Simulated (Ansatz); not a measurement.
Basis-set series for CH$_{8}$NPSSi, SMILES `CN[SiH](P)S`. Total charge 0; spin multiplicity 1. The geometry is a stationary point of PBE0-D4/def2-TZVP. It is one conformer, not always the lowest.

Z-matrix (Å, degrees):
```
C
N 1 1.449
H 1 1.093 2 110.8
H 1 1.097 2 113.2 3 -121.9
H 1 1.093 2 109.6 3 118.0
Si 2 1.710 1 124.2 3 -152.2
H 2 1.009 1 113.2 3 57.0
S 6 2.155 2 117.7 1 -63.9
P 6 2.248 2 107.2 1 55.3
H 6 1.483 2 106.4 1 -178.9
H 8 1.344 6 94.7 2 73.8
H 9 1.420 6 94.5 2 74.0
H 9 1.418 6 93.3 2 168.9
```

```
functional       basis  functions  energy (Eh)  HOMO (eV)  LUMO (eV)
   PBE0-D4    def2-SVP        122  -1125.87475      -6.81       0.57
   PBE0-D4  def2-QZVPP        564  -1126.38575      -6.98      -0.12
   ωB97M-V    def2-SVP        122  -1126.24393      -9.02       2.45
   ωB97M-V  def2-QZVPP        564  -1126.75847      -9.21       1.27
```

Question: Give the rows for def2-TZVPP. (Estimate.)

Answer: Ansatz gave: 
```
functional       basis  functions  energy (Eh)  HOMO (eV)  LUMO (eV)
   PBE0-D4  def2-TZVPP        300  -1126.34715      -6.95       0.08
   ωB97M-V  def2-TZVPP        300  -1126.72167      -9.18       1.80
```

Positive LUMOs are unbound and depend on the basis.
